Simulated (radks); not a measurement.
The numbers below are computed, except where a source is named.
Species: Gd3+. Configuration: [Xe] 4f7.

Level of theory: scalar-relativistic Kohn-Sham, BLYP, spin-polarised, spherical densities, finite nucleus; open shells are filled with parallel spins first (spin-orbit coupling, left out, can overturn this in heavy ions); Fermi nuclear charge, rms radius 5.1569 fm (a radial shooting solver on a logarithmic mesh with Libxc functionals).

Energy parts (hartree):
total: -11270.0032
kinetic: 12100.3763
electron-nucleus: -27434.1769
Hartree: 4312.8755
exchange-correlation: -249.0781

Orbitals (lengths in bohr, moments of r in powers of bohr):
orbital  occ.  eigenvalue (hartree)      <r^2>
1s up       1             -1842.072  0.0006549
1s down     1             -1842.072  0.0006549
2s up       1             -304.9020    0.01028
2s down     1             -304.9000    0.01028
2p up       3             -271.4693   0.008281
2p down     3             -271.4679   0.008280
3s up       1             -68.30935    0.06831
3s down     1             -68.21340    0.06819
3p up       3             -57.95007    0.06849
3p down     3             -57.85464    0.06835
3d up       5             -44.25335    0.05756
3d down     5             -44.17992    0.05738
4s up       1             -14.55456     0.3451
4s down     1             -14.32767     0.3453
4p up       3             -11.13956     0.3896
4p down     3             -10.91517     0.3901
4d up       5              -6.41395     0.4691
4d down     5              -6.19383     0.4716
4f up       7              -1.29906     0.9077
4f down     0              -1.10550      1.025
5s up       1              -2.77908      1.943
5s down     1              -2.66918      2.007
5p up       3              -1.92964      2.609
5p down     3              -1.84798      2.723
5d up       0              -0.92179      5.355
5d down     0              -0.88571      5.715
6s up       0              -0.84749      10.64
6s down     0              -0.83093      10.97
6p up       0              -0.64912      14.67

The highest occupied level is 4f up at -35.349 eV. The density falls to 0.001 e/bohr^3 at r = 3.26 bohr. Spin moment in Bohr magnetons: 7. For comparison, the ionisation energy in NIST's Atomic Spectra Database is 44.4 eV (semi-empirical). In exact Kohn-Sham theory the highest level is minus the ionisation energy, but local and semilocal functionals leave it too shallow, through self-interaction and a potential that decays too fast; potentials with the right tail come closer. The spin density at the nucleus is 0.82 e/bohr^3 (1s 0.01, 2s -1.00, 3s -16.03, 4s 2.50, 5s 15.34). The electron density at the nucleus is 6.585e+05 e/bohr^3 (large components only). Summed over all electrons, <r^2> = 35.23 bohr^2, which gives a Langevin (diamagnetic) susceptibility term of -27.9 x 10^-6 cm^3/mol.
